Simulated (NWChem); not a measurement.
Molecule: BeCl, doublet; SMILES [Cl][Be]

```xyz
2

Be     0.0000     0.0000    -1.4880
Cl     0.0000     0.0000     0.3501
```
Atoms are numbered in this order, from 1.

Program: NWChem. Spin-unrestricted. All runs use the structure optimised with PBE0/def2-SVP, spin-unrestricted. This spin state was assumed; another may lie lower. No stability test was run on the SCF state.

Q: Taking UHF/cc-pVQZ as the yardstick, which of these has the fewest basis functions while keeping “dipole (D)” within 0.05 D of it: UHF/cc-pVTZ; UHF/aug-cc-pVDZ; UHF/cc-pVDZ; UHF/aug-cc-pVTZ?

A: UHF/aug-cc-pVDZ.
```
level            basis functions  dipole (D)  relative time (rough)
---------------  ---------------  ----------  ---------------------
UHF/cc-pVDZ                   32        1.21                      1
UHF/aug-cc-pVDZ               50        1.28                      1
UHF/cc-pVTZ                   64        1.24                      2
UHF/aug-cc-pVTZ               96        1.26                      4
UHF/cc-pVQZ                  114        1.27                      8
```

The yardstick is one finite set, not the basis-set limit.
